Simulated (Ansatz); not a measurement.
Reaction (ligand exchange at a Ga–C bond): `C[Si@H]1N[C@@H]1[GaH2]` + `N=CO` → `O/C=[N]/[GaH2]` + `C[SiH]1CN1`

Program: Ansatz. Geometries: PBE0-D4/def2-TZVP. ΔE: electronic, gas phase. CBS: MP2 limit from def2 TZ/QZ plus the TZ coupled-cluster correction, frozen cores. This one scheme is used for every species. DFT in def2-TZVPP. B3LYP here is the variant with VWN-RPA as its local correlation; programs differ in this. For Ga outer-core shells are correlated without core-valence functions, which leaves a few kJ/mol of doubt a bond. Scalar relativity is left out up to krypton. Each species was taken in one conformer, which may not be the lowest.

```csv
level,ΔE (kJ/mol),difference from CCSD(T)/CBS
PBE0-D4,-33.4,-1.8
B3LYP-D4,-39.2,-7.6
ωB97M-V,-35.6,-4.0
B2PLYP,-42.2,-10.6
PBE,-36.3,-4.7
PBE0,-36.2,-4.6
HF/def2-TZVPP,-49.6,-18.0
CCSD(T)/def2-TZVPP,-34.6,-3.0
HF/def2-QZVPP,-50.3,-18.7
MP2/CBS(def2),-32.6,-1.0
CCSD(T)/CBS,-31.6,0
```

Largest T1 diagnostic among the species: 0.016.

In def2-TZVPP, CCSD(T) changes the Hartree–Fock value by +15.0 kJ/mol (the triples alone add +1.8 kJ/mol) and MP2 by +14.0 kJ/mol. The D4 term adds +5.1 kJ/mol with B3LYP and +2.8 kJ/mol with PBE0; it sums over pairs of atoms, weighted by their polarisabilities, and B3LYP, whose exchange is more repulsive, gets the larger term.
